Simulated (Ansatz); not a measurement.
`C[Si]1(Br)CO1` + H₂ → `Br[SiH]1CO1` + CH₄ at 500 K and 1 bar (hydrogenolysis of the Si–C bond).

Gas-phase electronic energies from Ansatz, PBE0-D4/def2-TZVP geometries. CCSD(T)/CBS is the MP2 limit (def2-TZVPP, def2-QZVPP) plus CCSD(T) − MP2 in def2-TZVPP, frozen cores. This one scheme is used for every species. For Br outer-core shells are correlated without core-valence functions, which leaves a few kJ/mol of doubt a bond. Scalar relativity is left out up to krypton.

```tsv
species	CCSD(T)/CBS energy (Eh)	H − E (kJ/mol)	S (J/(mol·K))
`C[Si]1(Br)CO1`	-3016.73548	226.6	410.5
H₂	-1.17544	41.0	145.5
`Br[SiH]1CO1`	-2977.45276	139.7	355.1
CH₄	-40.46206	135.6	206.8
```

H − E and S are ideal-gas, rigid-rotor, harmonic terms from PBE0-D4/def2-TZVP, for one conformer and one mirror image of each species. For small species the MP2-based limit differs from directly extrapolated CCSD(T) by up to some mEh (0.8 for H₂); such offsets cancel only in part. 1 Eh = 2625.50 kJ/mol, R = 8.31446 J/(mol·K).

By hand: ΔE, ΔH, ΔS and ΔG.

ΔE = (-2977.45276) + (-40.46206) − (-3016.73548) − (-1.17544) = -0.00390 Eh = -10.2 kJ/mol. Δ(H − E) = 139.7 + 135.6 − 226.6 − 41.0 = 7.7, so ΔH = -2.5 kJ/mol. ΔS = 355.1 + 206.8 − 410.5 − 145.5 = 5.9 J/(mol·K). ΔG = -2.5 − 500 × (5.9)/1000 = -5.5 kJ/mol.

By hand: the equilibrium constant, and the temperature at which ΔG would vanish if ΔH and ΔS stayed fixed.

log₁₀ K = −ΔG/(RT ln 10) = 0.6. ΔH and −TΔS have one sign here, so there is no such temperature. One of them is within its doubt of zero, so this could turn.

TΔS isn't small against ΔH here. The sign of ΔG lies within the doubt. A doubt of 5 kJ/mol in ΔE shifts log₁₀ K by 0.5 here. Other conformers and mirror images would add mixing entropy, several J/(mol·K) or more a flexible species. These are equilibria of isolated gas molecules and say nothing of rates. Largest T1 diagnostic: 0.011 (customary marks: 0.02 for closed shells, 0.045 for open ones).
